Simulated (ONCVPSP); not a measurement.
Logarithmic derivatives: Al (Z = 13), ONCV

ONCVPSP 4.0.1 input, shortened (lines: element, Z, core and valence counts, functional; n l f; lmax; l rc ep ncon nbas qcut; lloc lpopt rc5 dvloc0; l nproj debl; icmod fcfact rcfact), LDA (Perdew-Zunger), scalar-relativistic:

```
  Al 13.00    1    4        3      upf
    1    0    2.00
    2    0    2.00
    2    1    6.00
    3    0    1.50
    3    1    1.50
    1
    0    1.00    0.00    3    8   13.10
    1    1.20    0.00    4    7    9.00
    4    5    0.70    3.00
    0    2    3.90
    1    2    1.00
    3    4.75    1.80
```

The phase is arctan(r·R′/R) of the radial function R(r), unwrapped; energies in Ha, scanned from -5 to 5 Ha. A pole is an energy at which the radial function vanishes at the test radius. The pseudo phase is shifted by a multiple of π to meet the all-electron one at the reference energy, and phase errors are pseudo minus all-electron; the curves can meet again beyond the range given. Levels narrower than the energy grid can be missing from the lists of poles.

For each channel, where are the poles, and over which energies does the pseudopotential scatter like the atom?

| channel | radius (bohr) | reference energy (Ha) | poles, all-electron | poles, pseudo | unbroken range about the reference energy with phases within 0.05 rad | phase error 1 Ha above the reference energy (rad) |
| --- | --- | --- | --- | --- | --- | --- |
| s | 1.02 | -0.30 | -2.77 | -2.77 | below 3.3 | +0.000 |
| p | 1.22 | -0.11 | -2.17 | -2.17 | the whole range | +0.000 |

Note: ghosts flagged at negative energy: s at -1660.1 eV; no localised positive-energy state flagged. A true bound ghost makes a file unfit for plane-wave use.

Phases in the p channel:

```tsv
E (Ha)	all-electron	pseudo
-4.96	1.101	1.101
-4.72	1.066	1.066
-4.48	1.021	1.021
-4.24	0.962	0.962
-4.00	0.878	0.878
-3.76	0.750	0.750
-3.52	0.536	0.536
-3.28	0.148	0.148
-3.04	-0.454	-0.454
-2.80	-0.994	-0.994
-2.56	-1.310	-1.310
-2.32	-1.491	-1.491
-2.08	-1.608	-1.608
-1.84	-1.693	-1.693
-1.60	-1.761	-1.761
-1.36	-1.819	-1.819
-1.12	-1.874	-1.874
-0.88	-1.927	-1.927
-0.64	-1.982	-1.982
-0.40	-2.042	-2.042
-0.16	-2.108	-2.108
0.08	-2.185	-2.185
0.32	-2.275	-2.275
0.56	-2.384	-2.384
0.80	-2.517	-2.517
1.04	-2.678	-2.678
1.28	-2.871	-2.870
1.52	-3.087	-3.086
1.76	-3.313	-3.312
2.00	-3.528	-3.526
2.24	-3.716	-3.714
2.48	-3.873	-3.871
2.72	-4.001	-3.998
2.96	-4.104	-4.101
3.20	-4.187	-4.184
3.44	-4.255	-4.253
3.68	-4.312	-4.309
3.92	-4.360	-4.357
4.16	-4.401	-4.398
4.40	-4.436	-4.433
4.64	-4.467	-4.464
4.88	-4.494	-4.491
```
